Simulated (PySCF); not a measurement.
**`C[Se]C#CC=O`, C4H4OSe**

Geometry:
```json
{"atom": "C1", "x (Å)": "-2.330", "y (Å)": "-0.131", "z (Å)": "-0.124"}
{"atom": "Se2", "x (Å)": "-1.097", "y (Å)": "-1.654", "z (Å)": "-0.035"}
{"atom": "C3", "x (Å)": "0.436", "y (Å)": "-0.719", "z (Å)": "-0.142"}
{"atom": "C4", "x (Å)": "1.500", "y (Å)": "-0.135", "z (Å)": "-0.212"}
{"atom": "C5", "x (Å)": "2.720", "y (Å)": "0.577", "z (Å)": "-0.294"}
{"atom": "O6", "x (Å)": "2.839", "y (Å)": "1.774", "z (Å)": "-0.388"}
{"atom": "H7", "x (Å)": "-3.339", "y (Å)": "-0.529", "z (Å)": "-0.061"}
{"atom": "H8", "x (Å)": "-2.186", "y (Å)": "0.388", "z (Å)": "-1.068"}
{"atom": "H9", "x (Å)": "-2.133", "y (Å)": "0.534", "z (Å)": "0.713"}
{"atom": "H10", "x (Å)": "3.599", "y (Å)": "-0.100", "z (Å)": "-0.264"}
```

Theory: PySCF 2.14.0, quadratic response B3LYP/def2-SVPD first hyperpolarisability, Taylor convention, gas phase. Geometry: GFN2-xTB.

The calculation is non-relativistic, which matters for the atoms heavier than Zn.

(1) Give β for the processes computed.

(2) Which lowest excitations, dipole and polarisabilities go with it?

Results:

(1) In au, Taylor convention; the vector part is βᵢ = ⅓ Σⱼ (βᵢⱼⱼ + βⱼᵢⱼ + βⱼⱼᵢ); β∥ is 3/5 of the vector part along the dipole, the dipole points from − to +:
| process | λ (nm) | β vector norm | β∥ | β HRS | depolarisation ratio |
| --- | --- | --- | --- | --- | --- |
| static β(0;0,0) | ∞ | 758.7 | 426.5 | 355.0 | 3.60 |
| second harmonic β(−2ω;ω,ω) | 1064 | 1205.2 | 693.3 | 548.0 | 3.90 |
| Pockels β(−ω;ω,0) | 1064 | 874.6 | 495.9 | – | – |
| second harmonic β(−2ω;ω,ω) | 800 | 1906.2 | 1111.5 | 846.9 | 4.18 |
| Pockels β(−ω;ω,0) | 800 | 982.8 | 560.5 | – | – |

(2) S1 3.81 eV (f = 0.000); S2 4.43 eV (f = 0.001); S3 4.45 eV (f = 0.313); dipole 4.09 D; isotropic α 88.1 au static, 89.8 au at 1064 nm, 91.3 au at 800 nm, 96.3 au at 532 nm, 106.3 au at 400 nm.
